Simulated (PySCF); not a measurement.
C4H7, doublet, geometry from GFN2-xTB; PySCF with B3LYP/6-31G*.

Here is a job for PySCF.
```python
from pyscf import gto, scf, dft

mol = gto.Mole()
mol.atom = '''
    C    -0.583258    1.373173    0.146111
    C    -0.059427    0.196428    0.020727
    C     1.426492   -0.044548   -0.014924
    C    -0.885523   -1.076578   -0.104837
    H    -1.544923    1.825355    0.199792
    H     1.971176    0.890456    0.077750
    H     1.716692   -0.705331    0.801046
    H     1.704003   -0.524102   -0.952833
    H    -1.948959   -0.856828   -0.074436
    H    -0.650208   -1.569295   -1.046637
    H    -0.637479   -1.751104    0.712854
'''
mol.basis = '6-31g*'
mol.charge = 0
mol.spin = 1
mol.verbose = 5
mol.build()

mf = dft.UKS(mol)
mf.xc = 'b3lyp'
mf.kernel()
```

Q: What does PySCF print? Leave out banner, timings and long lists.

A: 
```
PySCF version 2.14.0

[INPUT] verbose = 5
[INPUT] max_memory = 4000
[INPUT] num. atoms = 11
[INPUT] num. electrons = 31
[INPUT] charge = 0
[INPUT] spin (= nelec alpha-beta = 2S) = 1
[INPUT] symmetry False subgroup None
[INPUT] Mole.unit = angstrom
[INPUT] Symbol           X                Y                Z      unit          X                Y                Z       unit  Magmom
[...]
[INPUT] ---------------- BASIS SET ----------------
[INPUT] l, kappa, [nprim/nctr], expnt,             c_1 c_2 ...
[INPUT] H
[...]
                                2.8253937         0.23472695
                                0.6401217         0.81375733
[...]
[INPUT] C
[...]
                                457.36951         0.0140373
                                103.94869         0.0688426
                                29.210155         0.2321844
                                9.286663          0.4679413
                                3.163927          0.362312
[...]
                                1.8812885         -0.1608542
                                0.5442493         1.1434564
[...]
                                1.8812885         0.316424
                                0.5442493         0.7443083
[...]
nuclear repulsion = 112.515231730664
number of shells = 38
number of NR pGTOs = 136
number of NR cGTOs = 70
basis = 6-31g*
ecp = {}

******** <class 'pyscf.dft.uks.UKS'> ********
method = UKS
initial guess = minao
damping factor = 0
level_shift factor = 0
DIIS = <class 'pyscf.scf.diis.CDIIS'>
diis_start_cycle = 1
diis_space = 8
diis_damp = 0
SCF conv_tol = 1e-09
SCF conv_tol_grad = None
SCF max_cycles = 50
direct_scf = True
direct_scf_tol = 1e-13
number electrons alpha = 16  beta = 15
XC library pyscf.dft.libxc version 7.1.2
    S. Lehtola, C. Steigemann, M. J. T. Oliveira, and M. A. L. Marques,  SoftwareX 7, 1–5 (2018)
XC functionals = b3lyp
    P. J. Stephens, F. J. Devlin, C. F. Chabalowski, and M. J. Frisch,  J. Phys. Chem. 98, 11623 (1994)
radial grids:
    Treutler-Ahlrichs [JCP 102, 346 (1995); DOI:10.1063/1.469408] (M4) radial grids

becke partition: Becke, JCP 88, 2547 (1988); DOI:10.1063/1.454033
pruning grids: <function nwchem_prune>
grids dens level: 3
symmetrized grids: False
atomic radii adjust function: <function treutler_atomic_radii_adjust>
small_rho_cutoff = 0
Set gradient conv threshold to 3.16228e-05
atom C rad-grids = 75, ang-grids = [ 50  50  50  50  50  50  50  50  50  50  50  50  50  50  50  50  50  50
  50  50  50  50  86  86  86  86  86  86  86  86  86  86 266 266 266 266
 266 266 302 302 302 302 302 302 302 302 302 302 302 302 302 302 302 302
 302 302 302 302 266 266 266 266 266 266 266 266 266 266 266 266 266 266
 266 266 266]
atom H rad-grids = 50, ang-grids = [ 50  50  50  50  50  50  50  50  50  50  50  50  50  50  50  86  86  86
  86 266 266 266 266 266 302 302 302 302 302 302 302 302 302 302 302 302
 302 266 266 266 266 266 266 266 266 266 266 266 266 266]
tot_boxes 2700, boxes in each direction [13 13 10]
Padding 0 grids
tot grids = 125128
nelec by numeric integration = [15.4930702 15.4930702]
E1 = -429.03198115639117  E2 = 159.76449106214883  Ecoul = 183.9143942084667  Exc = -24.149903146317847
init E= -156.752258363578
cond(S) = 1475.5637785734239

  alpha mo_energy =
[-10.29625249 -10.29521178 -10.29309418 -10.28337624  -0.98191173
  -0.82062566  -0.79542347  -0.58729332  -0.51351678  -0.49212136
  -0.47552779  -0.43997476  -0.42884802  -0.40641568  -0.29804976
  -0.20923298  -0.04351162   0.05433512   0.09176534   0.09773065
   0.1143388    0.12009675   0.1387491    0.14159622   0.15084353
   0.21478864   0.36643018   0.43379745   0.45859415   0.46226747
   0.47775193   0.51569254   0.55325046   0.57086841   0.60735049
   0.65337508   0.66952578   0.72082429   0.75849217   0.80094408
   0.81605304   0.83980371   0.85394654   0.86700042   0.88075653
   0.90941756   0.98730581   1.07712803   1.16890973   1.29113248
   1.33713063   1.42605322   1.62976296   1.66300513   1.71661998
[...]
   0.72551516   0.73720963   0.78471762   0.83340942   0.87337945
   0.88225516   0.91050121   0.91999807   0.9480072    0.95623176
   0.98756489   1.04695229   1.15112278   1.234107     1.38893632
   1.43234293   1.49050333   1.69564505   1.73694952   1.81179718
   1.8456085    1.92185649   1.92794878   2.06126964   2.08861384
   2.09922184   2.23048051   2.2492685    2.3279397    2.41468497
   2.45272899   2.49119907   2.55653178   2.88004625   2.98144761]
  beta  mo_energy =
[-10.18758925 -10.17294365 -10.16838294 -10.16313121  -0.80028399
  -0.69006295  -0.65833376  -0.50937528  -0.4500264   -0.43590711
  -0.41075658  -0.38973837  -0.3702368   -0.34953297  -0.24194115
  -0.05395308   0.04958539   0.10254672   0.14978336   0.15783914
   0.16789853   0.17365854   0.1931509    0.20135199   0.22663947
   0.28717341   0.43428492   0.50312373   0.52602312   0.53965026
   0.5695632    0.5760881    0.63853008   0.66391641   0.68039529
   0.73073752   0.73473076   0.7906322    0.83511934   0.87433761
   0.88852972   0.91185195   0.93407856   0.94996148   0.95743789
   0.9887944    1.05931229   1.16628475   1.23640316   1.39511901
   1.43588265   1.49576464   1.75098576   1.77721835   1.82755806
   1.85236985   1.93145603   1.95056764   2.07055926   2.09059902
   2.10543284   2.2331307    2.25535434   2.3481986    2.41670971
   2.46395033   2.4995986    2.55827182   2.89300862   2.99957312]
multiplicity <S^2> = 0.75939313  2S+1 = 2.0093712
nelec by numeric integration = [15.99999899 15.0000005 ]
E1 = -431.6332496802657  E2 = 162.5835540143742  Ecoul = 186.91184781586688  Exc = -24.328293801492684
cycle= 12 E= -156.534463935227  delta_E= -2.61e-10  |g|= 4.17e-06  |ddm|= 2.42e-05
  alpha mo_energy =
[-10.1860687  -10.17807775 -10.17469509 -10.16944703  -0.80768759
  -0.69308109  -0.67854059  -0.52179916  -0.45459089  -0.43569325
  -0.42180139  -0.39025705  -0.37580496  -0.35562461  -0.25255531
  -0.21637654   0.03823507   0.10189614   0.14742889   0.14886019
   0.16466602   0.173327     0.19241178   0.19905923   0.22543811
   0.28209971   0.41384687   0.49782019   0.51946454   0.5309982
   0.5583653    0.57606286   0.61077075   0.63518846   0.67177967
   0.72551445   0.73720879   0.78471699   0.8334091    0.87337918
   0.88225456   0.91050097   0.9199974    0.94800665   0.95623128
   0.98756473   1.0469512    1.15112198   1.23410632   1.38893539
   1.43234173   1.49050287   1.69564418   1.73694859   1.81179616
   1.84560713   1.9218554    1.92794796   2.06126851   2.08861285
   2.0992207    2.23047953   2.24926747   2.32793846   2.41468395
   2.45272801   2.49119824   2.55653067   2.88004543   2.98144656]
  beta  mo_energy =
[-10.18759106 -10.17294743 -10.16838465 -10.16313129  -0.80028517
  -0.69006366  -0.6583344   -0.50937625  -0.45002747  -0.43590748
  -0.41075748  -0.38973856  -0.37023748  -0.34953419  -0.241942
  -0.05395344   0.04958449   0.10254674   0.14978286   0.15783863
   0.16789838   0.17365838   0.19315082   0.20135157   0.2266388
   0.28717275   0.43428428   0.5031231    0.52602245   0.53964933
   0.56956259   0.57608759   0.6385296    0.66391575   0.68039463
   0.73073656   0.73473003   0.79063173   0.83511859   0.87433733
   0.88852895   0.91185171   0.93407783   0.94996092   0.95743735
   0.98879417   1.05931154   1.16628388   1.23640253   1.39511783
   1.43588153   1.49576431   1.75098505   1.77721767   1.82755698
   1.8523687    1.93145523   1.95056708   2.07055832   2.09059805
   2.10543172   2.23313006   2.25535363   2.3481977    2.41670883
   2.46394946   2.49959738   2.55827061   2.89300736   2.99957175]
multiplicity <S^2> = 0.75939308  2S+1 = 2.0093711
nelec by numeric integration = [15.99999899 15.0000005 ]
E1 = -431.633291987573  E2 = 162.58359632167253  Ecoul = 186.91189332458498  Exc = -24.328297002912443
Extra cycle  E= -156.534463935236  delta_E= -8.98e-12  |g|= 3.58e-06  |ddm|= 9.24e-06
converged SCF energy = -156.534463935236  <S^2> = 0.75939308  2S+1 = 2.0093711
```
